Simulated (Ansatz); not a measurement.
Reaction (substitution at a C–Si bond): `FC[SiH2]CS` + `[NH2][AlH2]` → `[AlH2][NH]CS` + `FC[SiH3]`

Computed with Ansatz on PBE0-D4/def2-TZVP structures; ΔE is electronic, products minus reactants. CCSD(T)/CBS adds triple-zeta CCSD(T) − MP2 to the extrapolated MP2 energy (def2 sets, frozen cores). This one scheme is used for every species. Each species was taken in one conformer, which may not be the lowest.

`FC[SiH2]CS`:

```xyz
12

F     1.235    0.698    1.936
C     0.462   -0.409    1.586
Si    0.522   -0.641   -0.290
C    -0.173    0.889   -1.125
S    -1.931    1.112   -0.738
H     0.855   -1.282    2.118
H    -0.562   -0.230    1.929
H     1.928   -0.880   -0.715
H    -0.309   -1.824   -0.649
H    -0.008    0.900   -2.204
H     0.328    1.768   -0.710
H    -2.347   -0.101   -1.138
```

`[NH2][AlH2]`:

Cartesian coordinates in Å:
```
N -0.141 -0.690 -0.619
Al 0.125 0.610 0.547
H -0.010 -0.607 -1.614
H -0.445 -1.621 -0.385
H 0.605 2.014 -0.006
H -0.133 0.295 2.077
```

`[AlH2][NH]CS`:

Z-matrix (Å, degrees):
```
C
N 1 1.428
S 1 1.836 2 116.2
H 1 1.092 2 112.3 3 -123.9
H 1 1.092 2 110.0 3 116.7
Al 2 1.777 1 127.4 3 -98.9
H 2 1.010 1 112.1 3 74.0
H 3 1.343 1 96.5 2 -71.2
H 6 1.582 2 116.7 1 -6.1
H 6 1.581 2 117.4 1 175.9
```

`FC[SiH3]`:

Z-matrix (Å, degrees):
```
C
Si 1 1.895
F 1 1.391 2 110.4
H 1 1.095 2 111.2 3 120.0
H 1 1.095 2 111.2 3 -120.0
H 2 1.484 1 110.0 3 60.5
H 2 1.484 1 110.0 3 -60.5
H 2 1.488 1 107.8 3 180.0
```

| level | ΔE (kJ/mol) |
| --- | --- |
| CCSD(T)/def2-TZVPP | 68.3 |
| HF/def2-QZVPP | 61.3 |

Question: What does CCSD(T)/CBS give? (Estimate.)

Answer: Computed: +72.1 kJ/mol. The listed levels differ from it by -3.8, -10.8 kJ/mol.

Largest T1 diagnostic among the species: 0.012.

The D4 term adds +3.4 kJ/mol with B3LYP and +2.0 kJ/mol with PBE0; it sums over pairs of atoms, weighted by their polarisabilities, and B3LYP, whose exchange is more repulsive, gets the larger term. From PBE to PBE0 (25 % exact exchange), in def2-TZVPP and without D4, ΔE moves by +3.4 kJ/mol. In def2-TZVPP, CCSD(T) changes the Hartree–Fock value by +6.9 kJ/mol (the triples alone add −0.0 kJ/mol) and MP2 by +11.4 kJ/mol.

B3LYP here is the variant with VWN-RPA as its local correlation; programs differ in this.
